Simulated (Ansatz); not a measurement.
K2Se. Charge 0, multiplicity 1. Geometry r2SCAN-D4/def2-TZVP; atoms count from 1.

```tsv
atom	x (Å)	y (Å)	z (Å)
K1	1.583	0.716	-2.209
K2	-1.564	-0.326	2.312
Se3	-0.019	-0.391	-0.103
```

The structure comes from a short search, and lower isomers may exist.

(1) Estimate the Mulliken populations from the PBE0/def2-TZVP orbitals of Ansatz.

(2) And the Mayer bond orders between heavy atoms (over 0.3)?

Results:

(1) 
```tsv
atom	charge (e)
K1	0.52
K2	0.52
Se3	-1.05
```
Mulliken values depend strongly on the basis.

(2) K1–Se3 0.83 (2.87 Å); K2–Se3 0.83 (2.87 Å).
